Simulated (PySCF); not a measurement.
BiI2, doublet, geometry from GFN2-xTB (such geometries of metal compounds can be far from the true shape) (the spin is typed, not shown lowest) (core potentials on Bi, I); TPSS/def2-SVP (PySCF).

Input for PySCF:
```python
from pyscf import gto, scf, dft

mol = gto.M(
    atom='''
Bi    0.89619474    0.44438201    0.28746279
I    -1.04089611    1.21333620   -1.58129724
I    -0.36257867   -1.90925520    1.13111966
''',
    basis='def2-svp',
    ecp={'Bi': 'def2-svp', 'I': 'def2-svp'},
    spin=1,
    verbose=4,
)

mf = dft.UKS(mol)
mf.xc = 'tpss'
mf.kernel()
mf.analyze()
```

Task: Predict the main parts of the log of this PySCF run.

Result: 
```
PySCF version 2.14.0

[INPUT] verbose = 4
[INPUT] num. atoms = 3
[INPUT] num. electrons = 73
[INPUT] charge = 0
[INPUT] spin (= nelec alpha-beta = 2S) = 1
[INPUT] symmetry False subgroup None
[INPUT] Mole.unit = angstrom
[INPUT] Symbol           X                Y                Z      unit          X                Y                Z       unit  Magmom
[...]
nuclear repulsion = 296.305872909494
number of shells = 30
number of NR pGTOs = 183
number of NR cGTOs = 78
basis = def2-svp
ecp = {'Bi': 'def2-svp', 'I': 'def2-svp'}

******** <class 'pyscf.dft.uks.UKS'> ********
method = UKS
initial guess = minao
damping factor = 0
level_shift factor = 0
DIIS = <class 'pyscf.scf.diis.CDIIS'>
diis_start_cycle = 1
diis_space = 8
diis_damp = 0
SCF conv_tol = 1e-09
SCF conv_tol_grad = None
SCF max_cycles = 50
direct_scf = True
direct_scf_tol = 1e-13
number electrons alpha = 37  beta = 36
XC library pyscf.dft.libxc version 7.1.2
    S. Lehtola, C. Steigemann, M. J. T. Oliveira, and M. A. L. Marques,  SoftwareX 7, 1–5 (2018)
XC functionals = tpss
    J. Tao, J. P. Perdew, V. N. Staroverov, and G. E. Scuseria,  Phys. Rev. Lett. 91, 146401 (2003)
    J. P. Perdew, J. Tao, V. N. Staroverov, and G. E. Scuseria,  J. Chem. Phys. 120, 6898 (2004)
    J. Tao, J. P. Perdew, V. N. Staroverov, and G. E. Scuseria,  Phys. Rev. Lett. 91, 146401 (2003)
    J. P. Perdew, J. Tao, V. N. Staroverov, and G. E. Scuseria,  J. Chem. Phys. 120, 6898 (2004)
radial grids:
    Treutler-Ahlrichs [JCP 102, 346 (1995); DOI:10.1063/1.469408] (M4) radial grids

becke partition: Becke, JCP 88, 2547 (1988); DOI:10.1063/1.454033
pruning grids: <function nwchem_prune>
grids dens level: 3
symmetrized grids: False
atomic radii adjust function: <function treutler_atomic_radii_adjust>
small_rho_cutoff = 0
Set gradient conv threshold to 3.16228e-05
tot grids = 67360
init E= -720.583003383179

cycle= 1 E= -806.318196641053  delta_E= -85.7  |g|= 3.31  |ddm|= 12.6
cycle= 2 E= -804.953825408608  delta_E= 1.36  |g|=    3  |ddm|= 9.91
cycle= 3 E= -808.998334335236  delta_E= -4.04  |g|= 0.944  |ddm|= 6.69
cycle= 4 E= -809.228950113256  delta_E= -0.231  |g|= 0.836  |ddm|=    3
cycle= 5 E= -809.79965020613  delta_E= -0.571  |g|= 0.198  |ddm|= 1.59
cycle= 6 E= -809.827987246237  delta_E= -0.0283  |g|= 0.0883  |ddm|= 0.437
cycle= 7 E= -809.833654881494  delta_E= -0.00567  |g|= 0.0134  |ddm|= 0.129
cycle= 8 E= -809.833824184047  delta_E= -0.000169  |g|= 0.00151  |ddm|= 0.0233
cycle= 9 E= -809.833826132871  delta_E= -1.95e-06  |g|= 0.00065  |ddm|= 0.00466
cycle= 10 E= -809.833826558683  delta_E= -4.26e-07  |g|= 0.000149  |ddm|= 0.00137
cycle= 11 E= -809.833826583357  delta_E= -2.47e-08  |g|= 4.07e-05  |ddm|= 0.000372
cycle= 12 E= -809.833826584152  delta_E= -7.95e-10  |g|= 3.42e-05  |ddm|= 0.000156
cycle= 13 E= -809.833826585074  delta_E= -9.22e-10  |g|= 1.71e-05  |ddm|= 0.000102
Extra cycle  E= -809.833826583978  delta_E= 1.1e-09  |g|= 3.76e-05  |ddm|= 0.000113
converged SCF energy = -809.833826583978  <S^2> = 0.75246807  2S+1 = 2.0024665
**** SCF Summaries ****
Total Energy =                        -809.833826583977611
Nuclear Repulsion Energy =             296.305872909494497
One-electron Energy =                -2000.576185223750599
Two-electron Energy =                  894.436485730278378
Two-electron Coulomb Energy =          955.772224085250059
DFT Exchange-Correlation Energy =      -61.335738354971731
**** MO energy ****
                             alpha | beta                alpha | beta
[...]
spin_pop of  0 Bi 5s       -0.00004
spin_pop of  0 Bi 6s        0.00179
spin_pop of  0 Bi 7s       -0.00266
spin_pop of  0 Bi 8s        0.00002
spin_pop of  0 Bi 5px       0.00007
spin_pop of  0 Bi 5py       0.00008
spin_pop of  0 Bi 5pz       0.00014
spin_pop of  0 Bi 6px       0.01401
spin_pop of  0 Bi 6py       0.01559
spin_pop of  0 Bi 6pz       0.02815
spin_pop of  0 Bi 7px       0.01286
spin_pop of  0 Bi 7py       0.01394
spin_pop of  0 Bi 7pz       0.02477
spin_pop of  0 Bi 8px       0.17831
spin_pop of  0 Bi 8py       0.19793
spin_pop of  0 Bi 8pz       0.36329
spin_pop of  0 Bi 5dxy     -0.00378
spin_pop of  0 Bi 5dyz     -0.00375
spin_pop of  0 Bi 5dz^2    -0.00246
spin_pop of  0 Bi 5dxz     -0.00291
spin_pop of  0 Bi 5dx2-y2   -0.00328
spin_pop of  0 Bi 6dxy      0.00359
spin_pop of  0 Bi 6dyz      0.00279
spin_pop of  0 Bi 6dz^2     0.00255
spin_pop of  0 Bi 6dxz      0.00274
spin_pop of  0 Bi 6dx2-y2    0.00388
spin_pop of  1 I 4s       -0.00000
spin_pop of  1 I 5s        0.00002
spin_pop of  1 I 6s        0.00021
spin_pop of  1 I 7s        0.00013
spin_pop of  1 I 4px       0.00008
spin_pop of  1 I 4py       0.00002
spin_pop of  1 I 4pz       0.00018
spin_pop of  1 I 5px       0.00446
spin_pop of  1 I 5py      -0.00001
spin_pop of  1 I 5pz       0.00001
spin_pop of  1 I 6px       0.00288
spin_pop of  1 I 6py       0.00978
spin_pop of  1 I 6pz       0.02057
spin_pop of  1 I 7px       0.03060
spin_pop of  1 I 7py       0.00112
spin_pop of  1 I 7pz       0.00133
spin_pop of  1 I 4dxy     -0.00007
spin_pop of  1 I 4dyz      0.00109
spin_pop of  1 I 4dz^2    -0.00001
spin_pop of  1 I 4dxz      0.00000
spin_pop of  1 I 4dx2-y2    0.00001
spin_pop of  1 I 5dxy      0.00026
spin_pop of  1 I 5dyz      0.00180
spin_pop of  1 I 5dz^2     0.00036
spin_pop of  1 I 5dxz      0.00020
spin_pop of  1 I 5dx2-y2    0.00152
spin_pop of  2 I 4s       -0.00000
spin_pop of  2 I 5s        0.00003
spin_pop of  2 I 6s        0.00018
spin_pop of  2 I 7s        0.00013
spin_pop of  2 I 4px       0.00006
spin_pop of  2 I 4py       0.00011
spin_pop of  2 I 4pz      -0.00003
spin_pop of  2 I 5px       0.00508
spin_pop of  2 I 5py       0.00000
spin_pop of  2 I 5pz      -0.00002
spin_pop of  2 I 6px       0.00340
spin_pop of  2 I 6py       0.01506
spin_pop of  2 I 6pz       0.00820
spin_pop of  2 I 7px       0.03650
spin_pop of  2 I 7py       0.00116
spin_pop of  2 I 7pz       0.00123
spin_pop of  2 I 4dxy      0.00028
spin_pop of  2 I 4dyz      0.00008
spin_pop of  2 I 4dz^2     0.00027
spin_pop of  2 I 4dxz      0.00075
spin_pop of  2 I 4dx2-y2    0.00001
spin_pop of  2 I 5dxy      0.00073
spin_pop of  2 I 5dyz      0.00047
spin_pop of  2 I 5dz^2     0.00071
spin_pop of  2 I 5dxz      0.00113
spin_pop of  2 I 5dx2-y2    0.00032
In total            37.00000 | 36.00000
Dipole moment(X, Y, Z, Debye):  2.37726,  1.17957,  0.76182
```
